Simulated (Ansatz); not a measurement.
Total energies of PbBr₂ from Ansatz at PBE-D4/def2-TZVP, gas phase (1 Eh = 27.2114 eV = 2625.5 kJ/mol). The reference geometry is relaxed at B3LYP-D4/def2-TZVP.

```xyz
3

Pb    0.671   -0.895   -0.019
Br   -1.944   -0.751   -0.310
Br    1.272    1.647    0.329
```

| state | geometry | energy (Eh) |
| --- | --- | --- |
| charge 0 singlet | reference | -5340.57886 |
| charge 1 doublet | reference | -5340.23061 |
| charge 0 triplet | relaxed at B3LYP-D4/def2-TZVP | -5340.47409 |
| charge 0 quintet | relaxed at B3LYP-D4/def2-TZVP | -5340.32096 |
| free Pb atom (triplet) | – | -192.86486 |
| free Br atom (doublet) | – | -2573.72072 |

In the def2 sets Pb takes a core potential; there is no spin–orbit coupling.

Problem. Work out the vertical ionisation energy to the doublet.

Solution. E(charge 1 doublet) − E(charge 0 singlet) = -5340.23061 − (-5340.57886) = 0.34825 Eh = 9.48 eV. For comparison, −ε of the highest occupied level is 6.71 eV at this level, 2.77 eV less.

Problem. Which of the charge 0 states is lowest, and how far above it are the others?

Solution. The singlet. triplet: -5340.47409 − (-5340.57886) = 0.10477 Eh = 275.1 kJ/mol; quintet: -5340.32096 − (-5340.57886) = 0.25790 Eh = 677.1 kJ/mol. The quintet differs in its bonds from the reference.

Problem. What is the binding energy per atom against free atoms?

Solution. Atoms: 1 × (-192.86486) + 2 × (-2573.72072) = -5340.30630 Eh. Binding: -5340.30630 − (-5340.57886) = 0.27256 Eh = 7.42 eV, or 2.47 eV for each of 3 atoms (no zero-point energy, no counterpoise term).

At PBE-D4/def2-TZVP the gap within one spin of the charge 1 doublet nearly closes, so an electron or hole may be smeared out by delocalisation error. At PBE-D4/def2-TZVP the gap within one spin of the charge 0 quintet nearly closes, so an electron or hole may be smeared out by delocalisation error. 

The structure comes from a short search, and lower isomers may exist.
